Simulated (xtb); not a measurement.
Si(F)(Cl)2(vinyl) (C2H3Cl2FSi), SMILES C=C[Si](F)(Cl)Cl. All values are semi-empirical tight-binding results from xtb (GFN2-xTB unless named), good for trends rather than for accurate numbers. Geometry: GFN2-xTB. One conformer was computed; it need not be the lowest.

Optimised geometry:

```xyz
9

C     -2.6664    -0.7397     0.5056
C     -1.5203    -0.9808    -0.1164
Si     0.0206     0.0786     0.0533
F     -0.3273     1.2676     1.0876
Cl     1.5581    -0.9222     0.8611
Cl     0.5331     0.9767    -1.6638
H     -2.7868     0.1034     1.1653
H     -3.5295    -1.3741     0.3807
H     -1.4578    -1.8429    -0.7688
```
Charge 0, spin multiplicity 1.

The point group as xtb finds it is Cs, the orbital gap is 4.60 eV and the dipole moment comes out as 2.16 D. The zero-point energy comes out as 29.8 kcal/mol, the G − E(el) at 298.15 K (modified RRHO) comes out as 8.4 kcal/mol and the static polarisability (D4 model) is 84.6 bohr³. The solvation energy, GFN2-xTB/ALPB(water) comes out as -1.2 kcal/mol and the solvation energy, GFN2-xTB/ALPB(ether) is -5.2 kcal/mol.

Computed atomic charges and the Wiberg bond orders between heavy atoms:
charges (e) C1 -0.07, C2 -0.11, Si3 0.60, F4 -0.24, Cl5 -0.18, Cl6 -0.18, H7 0.06, H8 0.06, H9 0.05. Bond orders C1–C2 1.98, C2–Si3 0.90, Si3–F4 1.08, Si3–Cl5 1.12, Si3–Cl6 1.12.
